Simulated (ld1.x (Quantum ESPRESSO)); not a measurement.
**vanadium (V): variants of one TM potential**

Base potential:

ld1.x (Quantum ESPRESSO) 7.5 input, shortened:

```
&input
   title='V', zed=23., rel=1, dft='PBE', iswitch=3,
   config='[Ar] 3d4 4s1 4p0'
 /
 &inputp
   pseudotype=2, tm=.true., lloc=0,
   nlcc=.false.
 /
3
3P  2  1   6.00   0.00  1.45  1.45  0.0
3D  3  2   4.00   0.00  1.65  1.65  0.0
3S  1  0   2.00   0.00  1.00  1.00  0.0
 &test
   configts(1)='3s2 3p6 3d4 4s1 4p0'
 /
```

Occupied shells without a wave of their own: 4s. They enter only through the test configuration that unscreens the potential.

Cutoffs, loose and tight: the cutoffs (Ry, on a coarse ladder) from which the occupation-weighted sum of valence levels, in a spherical-Bessel basis at the reference potential, stays within 10 and 1 mRy of its value at 400 Ry. They do not see the model core or the augmentation charge, which bear on the density cutoff. Test errors are all-electron minus pseudo excitation energies from the reference, over the configurations 3s2 3p6 3d3 4s2 4p0; 3s2 3p6 3d3 4s1 4p0; 3s2 3p6 3d3 4s0 4p0; 3s2 3p6 3d2 4s0 4p0; 3s2 3p6 3d3.5 4s1.5 4p0; 3s2 3p6 3d2 4s2 4p1; 3s2 3p6 3d3 4s1 4p1. A dash means not determined; rows that change the core or the reference have their own tests.

| change | outcome | cutoff, loose | cutoff, tight | bound ghosts | largest test error (meV) |
| --- | --- | --- | --- | --- | --- |
| base | generated | 140 Ry | 230 Ry | none | +168 |
| all radii scaled by about 0.74 (s 0.74, p 1.08, d 1.22 bohr) | generated | 230 Ry | 300 Ry | none | +109 |
| all radii scaled by about 0.82 (s 0.82, p 1.20, d 1.36 bohr) | generated | 140 Ry | 260 Ry | none | +98 |
| all radii scaled by about 0.91 (s 0.92, p 1.32, d 1.50 bohr) | generated | 140 Ry | 260 Ry | none | +121 |
| all radii scaled by about 1.07 (s 1.08, p 1.56, d 1.76 bohr) | generated | 120 Ry | 200 Ry | none | +249 |
| all radii scaled by about 1.16 (s 1.16, p 1.68, d 1.90 bohr) | generated | 100 Ry | 140 Ry | none | +377 |
| all radii scaled by about 1.24 (s 1.24, p 1.80, d 2.04 bohr) | generated, misses its reference levels by 0.16 eV | 90 Ry | 120 Ry | none | +568 |
| all radii scaled by about 1.28 (s 1.28, p 1.86, d 2.12 bohr) | generated, misses its reference levels by 0.19 eV | 80 Ry | 110 Ry | none | +649 |
| all radii scaled by about 1.38 (s 1.38, p 2.00, d 2.28 bohr) | generated, misses its reference levels by 0.29 eV | 70 Ry | 100 Ry | none | +945 |

Reading the sweep of the scale of all radii (base = 1) (base included, trends over the rows without a ghost): The loose cutoff falls from 230 Ry at 0.74 to 70 Ry at 1.38. A larger radius leaves more room for a smooth pseudo-wave, so fewer plane waves are needed; a smaller one forces it to follow the all-electron wave where it bends sharply. The median size of the test errors (rows with all tests solved) rises from 49.1 meV at 0.74 to 424.3 meV at 1.38, with one reversal. More of the atom is replaced by a form fitted at one configuration, so other configurations suffer as the radius grows.
